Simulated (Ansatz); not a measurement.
A made-up structure of Si$_{2}$H$_{3}$ClO, closed shell:

```xyz
7
angstrom
O -0.4448 -2.2338 1.1166
Si -0.6561 -1.1229 0.1095
Si 0.6035 0.8489 0.0311
Cl -2.0790 -1.1748 -1.3458
H 0.1166 1.7120 -1.0709
H 0.4439 1.5180 1.3447
H 0.1994 -2.2329 0.3389
```

It is relaxed with PBE-D4/def2-SVP and then PBE0-D4/def2-TZVP (Ansatz 0.2.0). Atoms count as bonded within 1.22 times the sum of their covalent radii (H–H: 0.88 Å). The end point is not checked to be a true minimum.

(1) Does its bonding change? (A judgement: the text doesn't fix the answer.)

Answers

(1) The calculation gives: Yes. Formed: none; broken: Si2–H7.

Where it ends: The first stage lowers the energy by 3.22 eV in 15 steps. It ends as Si₂H₃ClO ([OH][Si]([SiH2])[Cl]):
```
7
angstrom
O -0.4328 -2.1937 0.6457
Si -0.6749 -0.8219 -0.1976
Si 0.7086 0.9379 -0.3462
Cl -2.0795 -1.3385 -1.5709
H -0.4333 1.9062 -0.5263
H 0.8893 0.9661 1.1567
H 0.2062 -2.1416 1.3628
```

Labels in which every atom is bracketed show which atoms are joined, not bond orders.

For scale, one of the runs: PBE0-D4/def2-TZVP relaxation, 160 basis functions, launched by `ansatz run in.yaml --threads 2 --pin off --events-out ev --progress --plain --max-ram 4352MiB`. The run took about 25 s on 2 CPU threads of an Arm Neoverse V2 (shared host).
